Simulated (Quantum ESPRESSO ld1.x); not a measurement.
Problem. The table gives one normalised radial function P(r) = r R(r) of Ga+ in [Ne] 3s2 3p5.5 3d10 4s2 5s0.5 (r in bohr). Calculated with ld1.x of Quantum ESPRESSO 7.5: scalar-relativistic Kohn-Sham, LDA (Slater exchange, Perdew-Wang correlation), spin-polarised, spherical densities, point nucleus; open shells are filled with parallel spins first.

r	P
0.00187	0.0094
0.002177	0.0108
0.002514	0.0122
0.002926	0.0140
0.00338	0.0159
0.003934	0.0181
0.004544	0.0204
0.00529	0.0231
0.006109	0.0259
0.007055	0.0288
0.008213	0.0322
0.009486	0.0354
0.01104	0.0389
0.01275	0.0422
0.01485	0.0454
0.01715	0.0479
0.01996	0.0499
0.02305	0.0508
0.02662	0.0503
0.03099	0.0479
0.03579	0.0434
0.04167	0.0359
0.04812	0.0259
0.05602	0.0122
0.0647	-0.0037
0.07532	-0.0228
0.08699	-0.0418
0.1005	-0.0602
0.117	-0.0762
0.1351	-0.0854
0.1572	-0.0858
0.1816	-0.0750
0.2114	-0.0506
0.2441	-0.0161
0.2842	0.0287
0.3282	0.0731
0.3791	0.1115
0.4413	0.1365
0.5097	0.1383
0.5933	0.1128
0.6852	0.0635
0.7977	-0.0089
0.9213	-0.0872
1.073	-0.1668
1.239	-0.2259
1.43	-0.2572
1.665	-0.2500
1.923	-0.2002
2.239	-0.1037
2.586	0.0201
3.01	0.1678
3.476	0.3030
4.047	0.4178
4.674	0.4819
5.398	0.4909
6.284	0.4403
7.257	0.3500
8.449	0.2378
9.757	0.1422
11.36	0.0695
13.12	0.0296
15.27	0.0097
17.64	0.0027

Which n and l does it have? It may be an empty orbital.

Solution. n = 5, l = 0: the number of nodes gives n - l - 1 = 4, the rise at small r (about r^(l+1)) gives l, and the extent must fit the shell. The curve is that of 5s up; the table hardly tells the two spins apart. 5s up: eigenvalue -5.559 eV, 4 radial nodes at r = 0.0627, 0.258, 0.784, 2.53 bohr, <r> = 5.58 bohr, 90 % of the charge inside 7.99 bohr.
